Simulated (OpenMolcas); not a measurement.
**W5+ in a point-charge field**

W5+ among 5 point charges of -1 e arranged as a square pyramid (C4v), 2.13 Å from the ion, with the axial distance 2.386 Å.

```
Program             : OpenMolcas 26.06
Method              : SS-CASPT2, IPEA 0.25 Eh, imaginary shift 0.1 Eh (closed shells correlated: 4f 5s 5p)
Basis               : ANO-RCC-VDZP [7s6p4d2f1g]
Scalar Hamiltonian  : DKH2, point nucleus
Active space        : 1 electron in 5 orbitals (5d)
State averaging     : 2S+1 = 2 even, 5 roots
Spin-orbit coupling : RASSI with atomic mean-field integrals over the reference wave functions
```

The lowest spin-free states, above the lowest:

```json
{"State": "2S+1 = 2", "Degeneracy": "2", "E (cm-1)": "0", "Free-ion L (%)": "D (100)"}
{"State": "2S+1 = 2", "Degeneracy": "1", "E (cm-1)": "500", "Free-ion L (%)": "D (100)"}
{"State": "2S+1 = 2", "Degeneracy": "1", "E (cm-1)": "4390", "Free-ion L (%)": "D (100)"}
{"State": "2S+1 = 2", "Degeneracy": "1", "E (cm-1)": "9190", "Free-ion L (%)": "D (100)"}
```

The lowest levels with spin-orbit coupling:

| E (cm-1) | Degeneracy | 2S+1 | g |
| --- | --- | --- | --- |
| 0 | 2 | 2 | 0.75 1.61 1.61 |
| 3880 | 2 | 2 | 0.01 0.01 2.88 |
| 10100 | 2 | 2 | 1.25 3.61 3.61 |
| 11590 | 2 | 2 | 1.68 1.68 2.17 |
| 17490 | 2 | 2 | 1.67 1.67 5.05 |

Powder χT (cm3 K/mol): 0.18 at 2 K, 0.18 at 10 K, 0.182 at 50 K, 0.184 at 100 K, 0.187 at 200 K, 0.191 at 300 K. The effective moment at 300 K is 2.828 √(χT) = 1.24 μB.

The lowest level has 2S+1 = 2, for which the spin-only value is χT = S(S+1) / 2 = 0.375 cm3 K/mol (g = 2). The computed 0.191 at 300 K differs by -0.184, through orbital momentum, spin-orbit coupling and any other state in reach.

Spin-orbit coupling mixes the spin-free states strongly: the lowest level takes only 62 % from its leading state, an unlabelled state of the same spin as most of the rest. An orbital doublet at a regular site is open to a Jahn-Teller distortion, which this geometry leaves out. Free-ion shares, where given, are those of the reference states; single-state CASPT2 does not remix them. Point charges carry no covalency, so the field is a model and not that of real ligands. An unlabelled pair can be two single states that coincide in this model. No measured value stands beside these numbers.

A state without a sure symmetry label is named by its multiplicity alone.
